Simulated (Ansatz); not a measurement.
A nudged elastic band was laid between two geometries of ClF3Ge + H2S (8 atoms, charge 0, multiplicity 1).

These are results of Ansatz 0.2.0, RKS PBE-D4/def2-SVP, not measurements.

```json
{
 "movable images": "5",
 "climbing image": "yes",
 "spring": "5.0 eV/Å²",
 "optimiser": "quadratic models (default)",
 "start path": "through a guess of the saddle point",
 "force threshold": "0.05 eV/Å",
 "iteration limit": "60",
 "end points": "relaxed"
}
```

First end point:

```xyz
8
Properties=species:S:1:pos:R:3
Ge 0.119 -0.231 -0.080
F 0.507 -0.715 1.542
Cl 1.741 -0.291 -1.455
F -0.852 1.207 -0.103
F -0.997 -1.457 -0.589
S 1.861 2.114 1.236
H 1.877 1.310 2.336
H 0.667 2.659 1.600
```

Last end point:

```xyz
8
Properties=species:S:1:pos:R:3
Ge 0.379 0.854 -0.376
F 1.143 -0.404 2.467
Cl 1.585 -0.553 -1.445
F -0.726 1.567 -1.507
F -0.657 -0.145 0.678
S 1.373 2.365 0.852
H 1.516 1.388 1.814
H 0.312 -0.475 2.004
```

Problem. What changes between the two ends?

Solution. Bonds broken: Ge1–F2, S6–H8. Bonds formed: Ge1–S6, F2–H8. ClF3Ge + H2S becomes ClF2GeHS + FH.

Problem. Give the energies along the band, and the barrier.

Solution. It converged. The highest image is number 3 of 0 to 6, 70.8 kJ/mol above the first end and 88.2 kJ/mol above the last; the last end lies 17.4 kJ/mol below the first. A vibrational analysis at the climbing image gives one clearly imaginary mode, 451i cm⁻¹: a first-order saddle point. The orbitals stay closed-shell, which can raise the energy where a bond breaks towards radicals; this wasn't checked here.

```
image  path coordinate (Å)  energy (kJ/mol)  Ge1–F2 (Å)  S6–H8 (Å)  Ge1–S6 (Å)
    0                 0.00              0.0        1.74       1.36        3.20
    1                 1.15              0.9        1.74       1.36        3.10
    2                 2.30              4.5        1.75       1.36        3.07
    3                 3.44             70.8        2.01       1.64        2.45
    4                 4.56             30.9        2.78       2.12        2.26
    5                 5.68              8.9        3.12       2.74        2.21
    6                 6.80            -17.4        3.20       3.24        2.19
```

Problem. What is the geometry of the highest image?

Solution. 
```xyz
8
Properties=species:S:1:pos:R:3
Ge 0.214 0.289 -0.013
F 0.110 -0.222 1.926
Cl 2.039 -0.256 -1.035
F -0.892 1.406 -0.773
F -0.734 -1.151 -0.274
S 1.167 2.124 1.310
H 2.417 1.585 1.217
H 0.603 0.821 2.130
```

Problem. What are the harmonic wavenumbers there?

Solution. 451i, 18, 118, 146, 201, 243, 277, 313, 352, 407, 445, 616, 695, 700, 863, 1062, 1415, 2611 cm⁻¹.

Time of the run: 89 s on 4 threads of Arm Neoverse V2, on a shared host, peak memory 0.19 GiB.
